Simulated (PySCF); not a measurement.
# A survey of 29Si NMR shifts

Level of theory: geometry from GFN2-xTB, GIAO PBE0/pcSseg-1 shieldings, in PySCF (single conformer, gas phase, relativity neglected, fast rotation and ring inversion assumed for equivalent nuclei).

Shieldings were converted by a linear fit to measured shifts: 29Si (scatter 8.9 ppm rms, 25.8 ppm with the 6 outliers that the fit left out vs TMS, solution or neat liquid). Occasional misses reach two or three times the rms, and more in compound classes unlike the fitted ones.

(1) Give the 29Si shifts of `C/N=C\[C@@H]1[SiH2][SiH2][SiH2]C1=O`, `C=C[C@@H]1CCO[Si@H](N)O1`, `CS[C@@](C)([SiH3])C[SiH2]Cl`, `CO[Si@@H]1C[C@@H](C#N)[SiH2][SiH2]1`, `COCO[SiH2]C([SiH3])[SiH3]`.

(2) Match the shifts -4.8, -42.1, -69.6 ppm to `CO[C@@H]1[C@@H]([SiH3])[C@H]1C(N)=O`, `C=C[Si]1(N)OCCCO1`, `C[Si@@H]1NCC[C@H]1C(=O)O`.

## Answers

(1) 
```
                                                           compound                                               environment  δ (ppm)
 [CH3:1]/[N:2]=[CH:3]\[C@@H:4]1[SiH2:5][SiH2:6][SiH2:7][C:8]1=[O:9]   Si5: silicon bonded to C, Si, 2 H, in a 5-membered ring    -69.4
 [CH3:1]/[N:2]=[CH:3]\[C@@H:4]1[SiH2:5][SiH2:6][SiH2:7][C:8]1=[O:9]   Si7: silicon bonded to C, Si, 2 H, in a 5-membered ring    -89.7
 [CH3:1]/[N:2]=[CH:3]\[C@@H:4]1[SiH2:5][SiH2:6][SiH2:7][C:8]1=[O:9]    Si6: silicon bonded to 2 Si, 2 H, in a 5-membered ring   -115.0
                                           C=C[C@@H]1CCO[Si@H](N)O1         silicon bonded to N, 2 O, H, in a 6-membered ring    -44.7
        [CH3:1][S:2][C@@:3]([CH3:4])([SiH3:5])[CH2:6][SiH2:7][Cl:8]                         Si7: silicon bonded to C, Cl, 2 H    -23.3
        [CH3:1][S:2][C@@:3]([CH3:4])([SiH3:5])[CH2:6][SiH2:7][Cl:8]                             Si5: silicon bonded to C, 3 H    -51.0
[CH3:1][O:2][Si@@H:3]1[CH2:4][C@@H:5]([C:6]#[N:7])[SiH2:8][SiH2:9]1  Si3: silicon bonded to C, O, Si, H, in a 5-membered ring      2.4
[CH3:1][O:2][Si@@H:3]1[CH2:4][C@@H:5]([C:6]#[N:7])[SiH2:8][SiH2:9]1   Si8: silicon bonded to C, Si, 2 H, in a 5-membered ring    -49.5
[CH3:1][O:2][Si@@H:3]1[CH2:4][C@@H:5]([C:6]#[N:7])[SiH2:8][SiH2:9]1    Si9: silicon bonded to 2 Si, 2 H, in a 5-membered ring   -124.1
           [CH3:1][O:2][CH2:3][O:4][SiH2:5][CH:6]([SiH3:7])[SiH3:8]                          Si5: silicon bonded to C, O, 2 H    -23.5
           [CH3:1][O:2][CH2:3][O:4][SiH2:5][CH:6]([SiH3:7])[SiH3:8]                      Si7/8: silicon bonded to C, 3 H (×2)    -67.8
```

(2) -4.8: C[Si@@H]1NCC[C@H]1C(=O)O (silicon bonded to 2 C, N, H, in a 5-membered ring); -42.1: C=C[Si]1(N)OCCCO1 (silicon bonded to C, N, 2 O, in a 6-membered ring); -69.6: CO[C@@H]1[C@@H]([SiH3])[C@H]1C(N)=O (silicon bonded to C, 3 H).
